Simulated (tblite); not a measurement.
A geometry optimisation, step by step.

Species: C5H10GeN2.
Numbering: `[CH3:1][CH2:2][N:3]([GeH3:4])/[CH:5]=[CH:6]\[C:7]#[N:8]` (hydrogens: H9, H10, H11 on C1; H12, H13 on C2; H14, H15, H16 on Ge4; H17 on C5; H18 on C6)

Computed with GFN2-xTB (tblite), gas phase: L-BFGS steps from a force-field or distance-geometry start until the largest atomic force falls under 0.01 eV/Å. 6 of its 110 geometries are shown.

Step 0: E = -639.5322 eV, largest atomic force 2.215 eV/Å
```
atom  x, y, z in Å  |  force x, y, z in eV/Å
C1     -1.507   -1.494    0.596   -0.637  -0.218   0.265
C2     -1.372   -0.516   -0.579    0.520  -0.291   0.012
N3     -0.099    0.212   -0.455    0.337   0.325  -0.467
Ge4    -0.147    2.092   -0.315    0.290   0.055   0.573
C5      1.122   -0.447   -0.780   -2.137   0.537   0.223
C6      2.184   -0.436    0.016    0.695   0.454   1.523
C7      2.178    0.186    1.315    0.107   0.371   0.506
N8      2.177    0.679    2.371   -0.015  -0.935  -1.905
H9     -1.480   -0.940    1.560    0.062  -0.406  -0.678
H10    -2.492   -2.024    0.524    0.845   0.393   0.095
H11    -0.699   -2.243    0.579   -0.343   0.358   0.060
H12    -1.400   -1.084   -1.527   -0.022   0.159   0.183
H13    -2.236    0.180   -0.551    0.634  -0.145  -0.094
H14     0.588    2.711   -1.524   -0.206  -0.215   0.352
H15     0.539    2.552    1.005   -0.272  -0.208  -0.657
H16    -1.616    2.587   -0.272    0.525  -0.412  -0.125
H17     1.172   -1.031   -1.692   -0.329  -0.088  -0.068
H18     3.078   -0.977   -0.282   -0.055   0.264   0.203
```

Step 22: E = -639.9414 eV, largest atomic force 0.192 eV/Å
```
atom  x, y, z in Å  |  force x, y, z in eV/Å
C1     -1.511   -1.462    0.543   -0.063  -0.082   0.079
C2     -1.365   -0.510   -0.632    0.152   0.070  -0.055
N3     -0.126    0.234   -0.493    0.119   0.078   0.036
Ge4    -0.084    2.051   -0.170   -0.010   0.049  -0.096
C5      1.008   -0.497   -0.697    0.007  -0.001   0.063
C6      2.173   -0.357   -0.024   -0.065   0.026   0.029
C7      2.221    0.334    1.190   -0.055  -0.030  -0.181
N8      2.173    0.802    2.241    0.083   0.091  -0.032
H9     -1.466   -0.910    1.477    0.012   0.088   0.070
H10    -2.449   -2.001    0.509   -0.147  -0.062  -0.085
H11    -0.695   -2.176    0.535    0.068  -0.111   0.043
H12    -1.331   -1.070   -1.572   -0.106  -0.088  -0.061
H13    -2.207    0.185   -0.668    0.065   0.037   0.008
H14     0.675    2.629   -1.335   -0.040  -0.038   0.069
H15     0.528    2.518    1.095    0.011  -0.033   0.175
H16    -1.536    2.408   -0.231   -0.004   0.019  -0.048
H17     0.925   -1.273   -1.455    0.034  -0.019  -0.066
H18     3.058   -0.898   -0.327   -0.060   0.008   0.052
```

Step 44: E = -640.1652 eV, largest atomic force 0.104 eV/Å
```
atom  x, y, z in Å  |  force x, y, z in eV/Å
C1     -1.677   -1.462    0.489   -0.013   0.012   0.001
C2     -1.349   -0.529   -0.674   -0.037  -0.050   0.034
N3     -0.085    0.149   -0.450   -0.031   0.000  -0.097
Ge4    -0.086    1.930    0.087   -0.035   0.065   0.073
C5      1.024   -0.612   -0.603   -0.008  -0.035   0.025
C6      2.254   -0.349   -0.111    0.034  -0.014   0.058
C7      2.487    0.717    0.752    0.007   0.034   0.019
N8      2.646    1.578    1.504    0.045  -0.069  -0.014
H9     -1.723   -0.891    1.415    0.001  -0.005   0.002
H10    -2.636   -1.948    0.329    0.012  -0.010  -0.013
H11    -0.905   -2.222    0.593   -0.052   0.007   0.003
H12    -1.319   -1.101   -1.611    0.073   0.026   0.042
H13    -2.133    0.229   -0.765    0.027  -0.033  -0.009
H14     1.004    2.611   -0.666   -0.068   0.029  -0.005
H15    -0.020    2.092    1.565   -0.008   0.008   0.017
H16    -1.451    2.349   -0.385    0.014   0.064  -0.064
H17     0.881   -1.520   -1.183    0.000  -0.031   0.010
H18     3.079   -1.015   -0.302    0.039   0.002  -0.082
```

Step 65: E = -640.1772 eV, largest atomic force 0.042 eV/Å
```
atom  x, y, z in Å  |  force x, y, z in eV/Å
C1     -1.698   -1.460    0.494   -0.010   0.003   0.003
C2     -1.339   -0.541   -0.671    0.007   0.001  -0.002
N3     -0.083    0.149   -0.442    0.001   0.008   0.012
Ge4    -0.107    1.936    0.102   -0.017  -0.034  -0.017
C5      1.028   -0.612   -0.590   -0.002   0.015   0.008
C6      2.268   -0.346   -0.126    0.007   0.004   0.014
C7      2.527    0.720    0.731   -0.005   0.010   0.012
N8      2.720    1.567    1.490   -0.007  -0.021  -0.025
H9     -1.758   -0.884    1.417    0.008   0.008   0.001
H10    -2.659   -1.935    0.316   -0.007  -0.001  -0.011
H11    -0.943   -2.233    0.618   -0.004   0.016   0.010
H12    -1.272   -1.127   -1.595   -0.008  -0.009  -0.004
H13    -2.125    0.207   -0.797    0.005  -0.005  -0.007
H14     0.983    2.647   -0.619   -0.003  -0.003  -0.005
H15    -0.071    2.082    1.583    0.005  -0.003   0.019
H16    -1.450    2.375   -0.419    0.022  -0.007   0.008
H17     0.879   -1.531   -1.151    0.002   0.004  -0.009
H18     3.091   -1.006   -0.355    0.005   0.014  -0.007
```

Step 87: E = -640.1813 eV, largest atomic force 0.027 eV/Å
```
atom  x, y, z in Å  |  force x, y, z in eV/Å
C1     -1.752   -1.413    0.512    0.002  -0.002   0.003
C2     -1.320   -0.573   -0.687   -0.006  -0.004   0.007
N3     -0.071    0.121   -0.437    0.002  -0.008  -0.021
Ge4    -0.111    1.894    0.142   -0.002  -0.008   0.012
C5      1.056   -0.609   -0.615    0.007  -0.005  -0.003
C6      2.296   -0.317   -0.164   -0.007   0.002  -0.004
C7      2.541    0.735    0.714    0.014  -0.018   0.007
N8      2.730    1.566    1.492    0.000  -0.009  -0.015
H9     -1.857   -0.781    1.393   -0.001   0.021  -0.017
H10    -2.706   -1.893    0.308   -0.003   0.001  -0.001
H11    -1.014   -2.182    0.731    0.019   0.008  -0.017
H12    -1.212   -1.215   -1.569   -0.002  -0.004   0.018
H13    -2.092    0.171   -0.901    0.005   0.002   0.004
H14     0.956    2.625   -0.593   -0.004   0.014   0.004
H15    -0.044    2.006    1.625    0.001   0.008   0.009
H16    -1.467    2.331   -0.339   -0.014  -0.011  -0.007
H17     0.924   -1.519   -1.195    0.004   0.010   0.009
H18     3.136   -0.941   -0.429   -0.013   0.004   0.011
```

Step 109: E = -640.1857 eV, largest atomic force 0.010 eV/Å
```
atom  x, y, z in Å  |  force x, y, z in eV/Å
C1     -1.795   -1.308    0.526   -0.002   0.001  -0.001
C2     -1.286   -0.607   -0.729    0.002   0.000  -0.001
N3     -0.041    0.095   -0.474    0.001   0.006   0.003
Ge4    -0.144    1.828    0.219    0.002  -0.005  -0.007
C5      1.094   -0.620   -0.655   -0.008   0.004   0.000
C6      2.333   -0.320   -0.206    0.001  -0.001   0.002
C7      2.575    0.737    0.664    0.004   0.009  -0.001
N8      2.760    1.581    1.428    0.005   0.001   0.004
H9     -1.972   -0.573    1.311    0.002  -0.005  -0.003
H10    -2.725   -1.830    0.315   -0.002   0.002   0.003
H11    -1.061   -2.027    0.885   -0.001   0.005  -0.006
H12    -1.135   -1.338   -1.530   -0.002  -0.003   0.002
H13    -2.033    0.117   -1.066    0.001   0.000  -0.001
H14     0.859    2.669   -0.486   -0.007  -0.003  -0.004
H15    -0.048    1.856    1.705    0.003  -0.007   0.002
H16    -1.536    2.214   -0.204    0.001   0.002   0.002
H17     0.972   -1.527   -1.242    0.003  -0.001   0.003
H18     3.175   -0.940   -0.473   -0.002  -0.002   0.002
```

Question: Summarise the path.

Answer: The energy falls by 15.07 kcal/mol from step 0 to step 109; nine tenths of that is first reached at step 39. It rises by more than 0.2 meV at step 36. The largest force goes from 2.215 to 0.010 eV/Å. Among the bonds N3–C5 changes most, from 1.425 to 1.354 Å; the atoms move by 0.668 Å rms after alignment.

Question: Follow the three bonds and two angles with the largest change from start to end.

Answer: 
```tsv
step	E above end (kcal/mol)	largest force (eV/Å)	N3–C5 (Å)	Ge4–H15 (Å)	Ge4–H14 (Å)	N3–Ge4–H16 (°)	Ge4–N3–C5 (°)
0	15.07	2.215	1.425	1.557	1.544	110.2	120.0
5	8.67	0.451	1.386	1.477	1.510	107.7	121.3
9	7.40	0.309	1.371	1.489	1.492	105.0	121.1
14	6.62	0.155	1.368	1.491	1.509	101.7	122.2
19	6.01	0.165	1.366	1.487	1.502	100.7	122.3
24	5.38	0.175	1.361	1.488	1.499	102.9	123.0
28	4.81	0.211	1.359	1.487	1.498	102.6	123.4
33	3.41	0.412	1.357	1.506	1.501	102.0	124.1
38	1.55	0.340	1.359	1.488	1.484	100.7	124.7
43	0.54	0.131	1.354	1.490	1.490	100.2	124.6
47	0.34	0.096	1.356	1.487	1.488	100.2	125.1
52	0.25	0.058	1.355	1.490	1.488	100.9	125.5
57	0.22	0.041	1.355	1.490	1.487	101.0	125.5
62	0.20	0.022	1.355	1.490	1.488	101.0	125.4
66	0.19	0.028	1.355	1.490	1.488	100.9	125.4
71	0.16	0.061	1.355	1.492	1.489	100.7	125.1
76	0.14	0.029	1.355	1.489	1.486	100.8	124.9
81	0.12	0.028	1.355	1.491	1.489	101.0	124.8
85	0.11	0.054	1.355	1.488	1.486	101.2	124.7
90	0.09	0.031	1.354	1.490	1.489	101.3	124.9
95	0.07	0.040	1.354	1.489	1.486	101.0	124.9
100	0.03	0.059	1.353	1.490	1.490	100.6	125.3
104	0.01	0.025	1.354	1.490	1.487	100.5	125.7
109	0.00	0.010	1.354	1.489	1.487	100.6	125.8
```

What follows is the cost of the whole relaxation. Hardware: one thread, Intel Xeon at 2.50 GHz (x86_64), on a shared host. Cost: 2.6 s wall.
